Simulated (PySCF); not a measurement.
## UHF on Sc(3+) (scandium, charge +3)

Configuration: [Ar], closed-shell 1S. Calculation: PySCF 2.14, in cc-pVTZ; the non-relativistic Hamiltonian (point nucleus).

```
Total energy                                     : -758.214557 hartree
One-electron energy                              : -1016.6593 hartree
Hartree (Coulomb) energy                         : 295.7828 hartree
Exchange energy                                  : -37.3381 hartree
Kinetic energy                                   : 758.25179 hartree
⟨S²⟩                                             : 0.0000
⟨L²⟩                                             : 0.000
Sum of ⟨r⟩                                       : 11.62 bohr
Sum of ⟨r²⟩                                      : 12.59 bohr²
Density at the nucleus (Gaussians lack the cusp) : 6140 bohr⁻³
Langevin diamagnetic susceptibility              : -9.97 ×10⁻⁶ cm³/mol
Time after the integrals                         : 0.2 s of wall time on 1 thread of Intel(R) Xeon(R) 6975P-C (shared host)
```

```
shell  electrons  mean orbital energy (hartree)  rms radius, mean of both spins (bohr)
   1s          2                     -167.09396                                 0.0852
   2s          2                      -20.29992                                  0.373
   2p          6                      -16.88698                                  0.341
   3s          2                       -3.71481                                   1.14
   3p          6                       -2.70504                                   1.23
```
